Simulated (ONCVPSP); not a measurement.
## Which change was made? (S, ONCV)

ONCVPSP 4.0.1 input, shortened (lines: element, Z, core and valence counts, functional; n l f; lmax; l rc ep ncon nbas qcut; lloc lpopt rc5 dvloc0; l nproj debl; icmod fcfact rcfact), PBE, non-relativistic:

```
  S 16.00    3    2        4      upf
    1    0    2.00
    2    0    2.00
    2    1    6.00
    3    0    2.00
    3    1    4.00
    2
    0    1.45    0.00    4    7    4.00
    1    1.70    0.00    4    7    5.90
    2    1.35    0.08    4    7    8.20
    4    5    1.25    0.00
    0    2    3.20
    1    2    2.00
    2    1    3.20
    1    0.35    0.00
```

Cutoffs, loose and tight: the cutoffs (Ha) at which the residual kinetic energy of the hardest occupied pseudo-wave falls to 1 and 0.1 mHa per electron. They do not see the model core or the augmentation charge, which bear on the density cutoff. Test errors are all-electron minus pseudo excitation energies from the reference, over the configurations 3s2 3p3; 3s2 3p2; 3s2 3p1; 3s1 3p4; variants that change the core or the reference have their own tests.

The base gives: outcome: generated; cutoff, loose: 40 Ha; cutoff, tight: 55 Ha; bound ghosts: none; GHOST(+) flags above zero: s; largest test error (meV): +58.

Task: After one change the result is: outcome: generated; cutoff, loose: 35 Ha; cutoff, tight: 47 Ha; bound ghosts: none; GHOST(+) flags above zero: s; largest test error (meV): +54. Which change was it?
A. all radii but the core radius scaled by about 0.87 (s 1.26, p 1.48, d 1.18 bohr); local potential polynomial inside 1.08 bohr (lpopt 5, dvloc0 0 Ha)
B. all radii but the core radius scaled by about 0.77 (s 1.12, p 1.30, d 1.04 bohr); local potential polynomial inside 0.96 bohr (lpopt 5, dvloc0 0 Ha)
C. all radii but the core radius scaled by about 1.09 (s 1.58, p 1.86, d 1.48 bohr); local potential polynomial inside 1.36 bohr (lpopt 5, dvloc0 0 Ha)
D. all radii but the core radius scaled by about 1.23 (s 1.78, p 2.08, d 1.66 bohr); local potential polynomial inside 1.54 bohr (lpopt 5, dvloc0 0 Ha)

Result: C. The others give: all radii but the core radius scaled by about 1.23 (s 1.78, p 2.08, d 1.66 bohr); local potential polynomial inside 1.54 bohr (lpopt 5, dvloc0 0 Ha) → outcome: generated; cutoff, loose: 18 Ha; cutoff, tight: 37 Ha; bound ghosts: none; GHOST(+) flags above zero: s; largest test error (meV): +53 | all radii but the core radius scaled by about 0.77 (s 1.12, p 1.30, d 1.04 bohr); local potential polynomial inside 0.96 bohr (lpopt 5, dvloc0 0 Ha) → outcome: generated; cutoff, loose: 72 Ha; cutoff, tight: 98 Ha; bound ghosts: none; GHOST(+) flags above zero: s; largest test error (meV): +54 | all radii but the core radius scaled by about 0.87 (s 1.26, p 1.48, d 1.18 bohr); local potential polynomial inside 1.08 bohr (lpopt 5, dvloc0 0 Ha) → outcome: generated; cutoff, loose: 24 Ha; cutoff, tight: 54 Ha; bound ghosts: none; GHOST(+) flags above zero: none; largest test error (meV): +59.
